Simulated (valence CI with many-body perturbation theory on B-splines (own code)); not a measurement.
Values are calculated unless marked as measured or tabulated.
## Br29+: magnetic and hyperfine properties of the levels

Method: relativistic CI+MBPT: four valence electrons over a frozen Dirac-Fock core [He], radial functions for each j: 11 s, 11 p, 9 d, 7 f, 5 g, 2 h, 1 i, with the one-electron correlation potential Σ1 (screened to all orders), the two-electron term Σ2, the three-electron term Σ3, Breit, model QED; selected single and double excitations, second order for the rest (own B-spline code, finite nucleus).

No measured spectrum was set against this ion. As an estimate, large intervals hold to a few tenths of a per cent, small ones and those within an open d or f shell to about a per cent. Among the levels kept, up to 300 cm⁻¹ of a level comes from second order outside the variational space, and about a tenth of that is noise between levels of different J, which matters for small intervals.

A/g_I is the dipole constant over the nuclear g factor μ/I (μ in nuclear magnetons, uniformly magnetised nucleus), B/Q the quadrupole constant per barn. Both hold the static response of the core; the bare values leave it out. Large factors of s and p1/2 electrons are usually good to 5 to 10 %; those of open d and f shells near neutrality can be off by tens of per cent, and small factors of p3/2, d and f electrons come from cancelling terms and can be off by a factor of two or in sign, in half-filled shells by more. B is blank for J = 1/2, where it vanishes, and for nearly pure S terms. Energies count from the lowest level. Levels with J = 0 are left out.

Levels are named by their leading jj configuration (3d3/2^4 stands for four electrons in 3d with j = 3/2), which in mixed levels can hold well under half, so a name can repeat and another be missing. Letters in brackets count levels of one name in rising energy.

```
                      Level  E (eV)      g  A/g_I (MHz)  A/g_I bare  B/Q (MHz/b)  B/Q bare
     (2s^2 2p1/2 2p3/2) J=1    42.8  1.494       -11300       -6440        69600     69900
     (2s^2 2p1/2 2p3/2) J=2    52.5  1.246       153000      155000        63700     63900
         (2s^2 2p3/2^2) J=2   102.5  1.240        83700       86000        74600     74900
     (2s 2p1/2^2 2p3/2) J=2   134.3  1.861       345000      347000        37800     38000
     (2s 2p1/2^2 2p3/2) J=1   177.8  0.870      -177000     -170000       125000    125000
 (2s 2p1/2 2p3/2^2) J=2 [a]   189.5  1.346       283000      281000       168000    168000
     (2s 2p1/2 2p3/2^2) J=3   204.2  1.326       340000      338000         -367      -382
 (2s 2p1/2 2p3/2^2) J=1 [a]   229.6  1.279       223000      223000      -130000   -130000
 (2s 2p1/2 2p3/2^2) J=2 [b]   237.1  1.224        94200       98000      -135000   -135000
 (2s 2p1/2 2p3/2^2) J=1 [b]   248.9  1.575       179000      183000        21500     21600
           (2s 2p3/2^3) J=2   278.0  1.209       328000      324000       -72600    -72800
           (2s 2p3/2^3) J=1   308.7  1.248      -163000     -153000       -15800    -15900
      (2p1/2^2 2p3/2^2) J=2   355.0  1.389        64900       71300        52800     53000
        (2p1/2 2p3/2^3) J=1   402.6  1.494       -19700      -11200       -68200    -68500
        (2p1/2 2p3/2^3) J=2   414.6  1.097       161000      163000      -190000   -191000
        (2s^2 2p1/2 3s) J=1  1890.4  1.349       398000      393000        -9890     -9920
     (2s^2 2p1/2 3p1/2) J=1  1921.1  0.670       273000      270000        -2140     -2140
     (2s^2 2p1/2 3p3/2) J=1  1940.8  1.460       -41700      -40400        19300     19400
        (2s^2 2p3/2 3s) J=2  1942.2  1.494       150000      151000       142000    142000
     (2s^2 2p1/2 3p3/2) J=2  1942.5  1.174       123000      122000        31400     31500
        (2s^2 2p3/2 3s) J=1  1946.3  1.137         6000       11100        80700     81000
     (2s^2 2p1/2 3d3/2) J=2  1972.0  0.756       117000      115000        13200     13300
        (2s 2p1/2^2 3s) J=1  1974.4  2.235       659000      651000        -7150     -7170
     (2s^2 2p3/2 3p1/2) J=1  1980.6  1.425        93200       96800        62200     62400
     (2s^2 2p1/2 3d5/2) J=2  1982.8  1.262       -60000      -59500         -808      -704
     (2s^2 2p1/2 3d5/2) J=3  1983.1  1.116        73600       73000        -22.0       113
     (2s^2 2p3/2 3p1/2) J=2  1983.2  1.247        91400       93500       105000    106000
     (2s^2 2p1/2 3d3/2) J=1  1983.4  0.804       -78500      -77900          779       831
     (2s^2 2p3/2 3p3/2) J=3  1989.9  1.331        57500       59400       182000    183000
     (2s^2 2p3/2 3p3/2) J=1  1990.7  1.522        59400       61900       -60400    -60600
     (2s^2 2p3/2 3p3/2) J=2  2001.6  1.274       102000      103000        51000     51100
(2s 2p1/2 2p3/2 3s) J=2 [a]  2007.2  1.757       317000      316000       125000    125000
```

Q: Take the isotope of mass number 81, with I = 3/2, μ = 2.2686 μN and Q = 0.2579 b. What is the hyperfine structure of (2s^2 2p3/2^2) J=2?

A: From the table A = 127000 MHz, B = 19200 MHz. Shifts from the centre of gravity in MHz: F = 1/2: -555000, F = 3/2: -381000, F = 5/2: -75500, F = 7/2: 386000.
